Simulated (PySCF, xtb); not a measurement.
ZnH2, SMILES [ZnH2].

Harmonic wavenumbers (cm⁻¹) from GFN2-xTB (xtb) at its own minimum, in rising order: 404, 404, 1688, 1736.

Task: What does PBE0-D3(BJ)/def2-TZVPD in PySCF give at its own minimum? (The exact figures need the calculation; the answer reports its results.)

Result: 646, 646, 1904, 1905. Paired by order, the mean absolute difference is 217 cm⁻¹ and the zero-point energies are 6.1 and 7.3 kcal/mol.
